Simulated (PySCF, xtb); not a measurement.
**ClH5N2Si: 3 structures ranked**

3 gas-phase structures of ClH5N2Si, found in a search over its isomers (lower ones may exist). Each was relaxed with GFN2-xTB; where two conformers were screened, the lower at r2SCAN-D4/def2-SVP is listed:

A. `NN[SiH2]Cl`, a singlet
B. `N=[SiH-]([NH3+])Cl`, a singlet
C. `N[SiH](N)Cl`, a singlet

Which do you expect lowest at r2SCAN-D4/def2-SVP, and how would the others follow?

Calculated order at r2SCAN-D4/def2-SVP: C (0.0), B (180.8), A (237.2) kJ/mol.

Energies above the lowest of each column, in kJ/mol; the last columns are at PBE0-D3(BJ)/def2-SVP geometries:

```csv
structure,GFN2-xTB,HF/STO-3G,r2SCAN-D4/def2-SVP,PBE0-D3(BJ)/def2-SVP,CCSD(T)/def2-SVP + ΔMP2/def2-TZVPP
C,0.0,0.0,0.0,0.0,0.0
B,126.9,358.8,180.8,185.5,185.7
A,139.5,164.9,237.2,219.2,249.3
```

Every level run on C puts it lowest or level with the lowest. Some further structures that were screened fall inside this span and aren't listed. Flexible structures stand in one conformer each, not always the lowest. The ΔMP2 step shifts differences by up to 30.1 kJ/mol, which makes them less sure. ΔMP2 is the change of the MP2 energy from the smaller to the larger basis.

Programs: PySCF 2.14.0, xtb 6.7.1.
